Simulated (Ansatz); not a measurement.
Consider the ligand exchange at the Sn–S bond: `N=C[S][SnH3]` + `FCS` → `FC[S][SnH3]` + `N=CS`.

Calculated with Ansatz (gas phase, PBE0-D4/def2-TZVP geometries, no zero-point term in ΔE). CBS: MP2 limit from def2 TZ/QZ plus the TZ coupled-cluster correction, frozen cores. This one scheme is used for every species. DFT in def2-TZVPP. Elements past krypton have def2 core potentials. For Sn outer-core shells are correlated without core-valence functions, which leaves a few kJ/mol of doubt a bond. Each species was taken in one conformer, which may not be the lowest.

```json
{"level": "ωB97M-V", "ΔE (kJ/mol)": "-3.6"}
{"level": "PBE0", "ΔE (kJ/mol)": "-0.2"}
{"level": "MP2/def2-TZVPP", "ΔE (kJ/mol)": "-1.0"}
{"level": "HF/CBS(def2)", "ΔE (kJ/mol)": "-3.3"}
```

Question: What does CCSD(T)/CBS give? (Estimate.)

Answer: Computed: -0.8 kJ/mol. The listed levels differ from it by -2.8, 0.6, -0.2, -2.5 kJ/mol.

Largest T1 diagnostic among the species: 0.015.
